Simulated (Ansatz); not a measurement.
Reaction (ligand exchange at the Si–C bond): `C[SiH](F)[SeH]` + H–F → `F[SiH](F)[SeH]` + CH₄

Program: Ansatz. Geometries: PBE0-D4/def2-TZVP. ΔE: electronic, gas phase. CCSD(T)/CBS is the MP2 limit (def2-TZVPP, def2-QZVPP) plus CCSD(T) − MP2 in def2-TZVPP, frozen cores. This one scheme is used for every species. DFT in def2-TZVPP. For Se outer-core shells are correlated without core-valence functions, which leaves a few kJ/mol of doubt a bond. Scalar relativity is left out up to krypton. Each species was taken in one conformer, which may not be the lowest.

(1) Is it downhill or uphill in electronic energy at CCSD(T)/CBS, and by how much? (Estimate.)

(2) What do these levels give: BLYP-D4, BHLYP-D4, ωB97X-V, BLYP, r2SCAN0, CCSD/CBS(def2)? (An estimate is asked.)

Largest T1 diagnostic among the species: 0.011.

Answers

(1) The calculation gave: Downhill: ΔE = -139.7 kJ/mol.

(2) The calculation gave: BLYP-D4 -145.1, BHLYP-D4 -150.4, ωB97X-V -143.6, BLYP -152.9, r2SCAN0 -145.7, CCSD/CBS(def2) -142.2 kJ/mol.

Leaving LDA and LC-ωPBE aside and taking each functional with its dispersion term where it has one, the values, not all of them listed here, spread over 22.4 kJ/mol, from B97M-V to revPBE-D4. LDA lies +3.8 kJ/mol from PBE without D4. The D4 term adds +6.2 kJ/mol with B3LYP and +3.5 kJ/mol with PBE0; it sums over pairs of atoms, weighted by their polarisabilities, and B3LYP, whose exchange is more repulsive, gets the larger term.

B3LYP here is the variant with VWN-RPA as its local correlation; programs differ in this.
